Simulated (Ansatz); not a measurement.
CH₇BClNSi (`BN(C)[SiH2]Cl`). Total charge 0; spin multiplicity 1.

Z-matrix (Å, degrees):
```
C
N 1 1.461
H 1 1.093 2 110.9
H 1 1.090 2 109.5 3 -119.9
H 1 1.094 2 111.0 3 120.1
Si 2 1.736 1 117.0 3 -63.6
B 2 1.399 1 122.0 3 116.2
Cl 6 2.058 2 109.9 1 63.6
H 6 1.473 2 109.7 1 -176.8
H 6 1.481 2 109.5 1 -52.3
H 7 1.198 2 119.3 1 1.4
H 7 1.197 2 119.1 1 -178.9
```

List the harmonic frequencies (cm⁻¹, unscaled) at PBE0-D4/def2-TZVP in Ansatz. (Best estimate.)

Computed: 55, 129, 143, 270, 329, 386, 502, 543, 620, 697, 737, 883, 923, 944, 1007, 1054, 1149, 1208, 1223, 1404, 1458, 1489, 1505, 2246, 2294, 2570, 2655, 3041, 3104, 3147.

Is this a minimum?

Yes, all 30 modes are real.

Give the ideal-gas thermochemistry at 298.15 K and 1 bar (rigid rotor, harmonic oscillator; point group C1, symmetry number 1).

Zero-point energy 225.6 kJ/mol; H(298) − E = 247.1 kJ/mol; entropy 353.6 J/(mol·K), of which translation 167.2, rotation 114.4, vibration 72.0; G(298) − E = 141.6 kJ/mol. Modes under 100 cm⁻¹ are hindered rotations or soft bends, so the harmonic entropy is rough.

Rotational constants (cm⁻¹)?

0.1836, 0.06215, 0.05492.
